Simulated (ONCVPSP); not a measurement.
# Pseudopotential generation for iridium (Ir): ONCV, PBEsol, fully relativistic.

iridium, optimised norm-conserving Vanderbilt (ONCV), made with ONCVPSP 4.0.1 (PBEsol, fully relativistic). Core [Xe] 4f14, reference 5d7 6s1.5 6p0.5. Waves: 6s: rc 2.40 bohr, ncon 4, nbas 8, qcut 2.3 1/bohr, 2 projectors, debl 3.9 Ha; 6p: rc 2.95 bohr, ncon 4, nbas 7, qcut 3.3 1/bohr, 2 projectors, debl 2.1 Ha; 5d: rc 2.32 bohr, ncon 5, nbas 10, qcut 8.4 1/bohr, 1 projector. Local part: polynomial inside 1.75 bohr (lpopt 5, dvloc0 3 Ha). Core correction: Teter function, fcfact 3.25, rcfact 1.4.

Open shells are filled in proportion to 2j + 1.

Poles of the logarithmic derivatives, all-electron (AE) and pseudo (PS). s: poles at 1.2 (AE) and 1.1, 3.0 (PS) Ha. p3/2: poles at -1.9, 1.0, 4.6 (AE) and 1.0, 3.0, 4.9 (PS) Ha. p1/2: poles at 0.8, 4.2 (AE) and 0.8, 3.4, 4.8 (PS) Ha. d5/2: poles at 0.1, 4.2 (AE) and 0.1, 4.4 (PS) Ha. d3/2: poles at -0.0, 4.1 (AE) and -0.0, 4.3 (PS) Ha. Test radii: s 2.44, p3/2 2.99, p1/2 2.99, d5/2 2.36, d3/2 2.36 bohr.

- Cutoffs needed: 18 Ha and 28 Ha (the cutoffs (Ha) at which the residual kinetic energy of the hardest occupied pseudo-wave falls to 1 and 0.1 mHa per electron)
- Ghost test: no bound ghost flagged; GHOST(+) flagged for s at 82.2 eV, p3/2 at 84.0 eV, p1/2 at 93.2 eV
- Configuration tests: 1 of 4 tests not solved or not reliable
- rms error of d²Exc/dni dnj: 6.19 mHa without and 4.10 mHa with the model core
